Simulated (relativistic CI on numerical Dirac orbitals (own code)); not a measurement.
Ni+ (3d9) in a crystal field

Calculated by Dirac-Coulomb-Breit CI, orbitals from a KLI potential per configuration, QED by a radiative potential, valence Slater integrals scaled by 0.65, one configuration in a parametric crystal field (own radial code).

Field parameters in Wybourne normalisation: Oh B⁴₀ = 21Dq, B⁴₄ = √(5/14) B⁴₀. The field is a parameter set, without covalency.

S is read from ⟨S²⟩ = S(S + 1).

Levels (cm⁻¹, degeneracy): 0 (4), 3841 (2), 4780 (4).

(1) Which field gives this pattern?
A. Oh, 10Dq = 8100 cm⁻¹
B. Oh, 10Dq = 4300 cm⁻¹
C. Oh, 10Dq = 17600 cm⁻¹
D. Oh, 10Dq = 11900 cm⁻¹

Answers

(1) B. Oh, 10Dq = 4300 cm⁻¹, ground level with S = 0.50.
